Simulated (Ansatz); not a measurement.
Reaction (ligand exchange at the Si–S bond): `F[SiH2]SS` + `B[SiH2]N` → `B[SiH2]N[SiH2]F` + `SS`

Calculated with Ansatz (gas phase, PBE0-D4/def2-TZVP geometries, no zero-point term in ΔE). CCSD(T)/CBS is the MP2 limit (def2-TZVPP, def2-QZVPP) plus CCSD(T) − MP2 in def2-TZVPP, frozen cores. This one scheme is used for every species. Functionals use def2-TZVPP. B3LYP here is the variant with VWN-RPA as its local correlation; programs differ in this. HSE06 is defined as in plane-wave codes. One conformer a species, not always the lowest.

| level | ΔE (kJ/mol) | difference from CCSD(T)/CBS |
| --- | --- | --- |
| LDA (SPW92) | -22.2 | -9.4 |
| PBE-D4 | -6.5 | 6.3 |
| revPBE-D4 | -5.7 | 7.1 |
| BLYP-D4 | -11.8 | 1.0 |
| r2SCAN-D4 | -13.2 | -0.4 |
| B97M-V | -11.8 | 1.0 |
| PBE0-D4 | -8.7 | 4.1 |
| B3LYP-D4 | -13.5 | -0.7 |
| r2SCANh-D4 | -13.3 | -0.5 |
| r2SCAN0-D4 | -13.5 | -0.7 |
| CAM-B3LYP-D4 | -20.3 | -7.5 |
| ωB97X-V | -15.8 | -3.0 |
| ωB97M-V | -16.7 | -3.9 |
| B2PLYP | -11.9 | 0.9 |
| PBE-QIDH | -11.1 | 1.7 |
| PBE | -3.7 | 9.1 |
| revPBE | 4.2 | 17.0 |
| BLYP | -5.7 | 7.1 |
| r2SCAN | -12.3 | 0.5 |
| PBE0 | -6.2 | 6.6 |
| B3LYP | -9.1 | 3.7 |
| r2SCANh | -12.4 | 0.4 |
| r2SCAN0 | -12.6 | 0.2 |
| HSE06 | -5.9 | 6.9 |
| BHLYP | -13.8 | -1.0 |
| CAM-B3LYP | -17.8 | -5.0 |
| RPA@PBE/def2-TZVPP | -19.6 | -6.8 |
| HF/def2-SVP | -23.6 | -10.8 |
| MP2/def2-SVP | -31.2 | -18.4 |
| CCSD/def2-SVP | -32.1 | -19.3 |
| CCSD(T)/def2-SVP | -32.9 | -20.1 |
| HF/def2-TZVPP | -8.5 | 4.3 |
| MP2/def2-TZVPP | -13.3 | -0.5 |
| SCS-MP2/def2-TZVPP | -14.1 | -1.3 |
| CCSD(T)/def2-TZVPP | -16.2 | -3.4 |
| HF/def2-QZVPP | -9.8 | 3.0 |
| MP2/def2-QZVPP | -11.7 | 1.1 |
| SCS-MP2/def2-QZVPP | -12.4 | 0.4 |
| HF/CBS(def2) | -10.0 | 2.8 |
| MP2/CBS(def2) | -9.8 | 3.0 |
| CCSD(T)/CBS | -12.8 | 0 |

(1) What do rigid-rotor, harmonic-oscillator terms from PBE0-D4/def2-TZVP frequencies (298.15 K, 1 bar) make of the CCSD(T)/CBS value? (Estimate.)

Largest T1 diagnostic among the species: 0.012.

## Answers

(1) Computed: ΔZPE = -1.7 kJ/mol, ΔH = -16.4 kJ/mol, ΔS = -23 J/(mol·K), ΔG = -9.7 kJ/mol.

Leaving LDA and LC-ωPBE aside and taking each functional with its dispersion term where it has one, the values spread over 14.5 kJ/mol, from CAM-B3LYP-D4 to revPBE-D4. LDA lies −18.5 kJ/mol from PBE without D4. At CCSD(T), def2-SVP lies −20.1 kJ/mol from the extrapolated value and def2-TZVPP −3.4 kJ/mol.
